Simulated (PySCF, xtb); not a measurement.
Sn(H)2(Cl)(OH) (ClH₃OSn), SMILES [OH][SnH2][Cl]. The values are those of a single conformer.

Harmonic wavenumbers (cm⁻¹) from GFN2-xTB in xtb at its own minimum, in rising order: 72, 141, 319, 355, 446, 463, 514, 648, 805, 1517, 1672, 3650.

Question: What does B3LYP-D3(BJ)/def2-SVP (PySCF) give at its own minimum? (An estimate is asked for; the answer gives what the named calculation found.)

Answer: 131, 202, 365, 431, 515, 620, 655, 671, 857, 1914, 1959, 3826. Paired by order, the mean absolute difference is 129 cm⁻¹ and the zero-point energies are 15.2 and 17.4 kcal/mol.
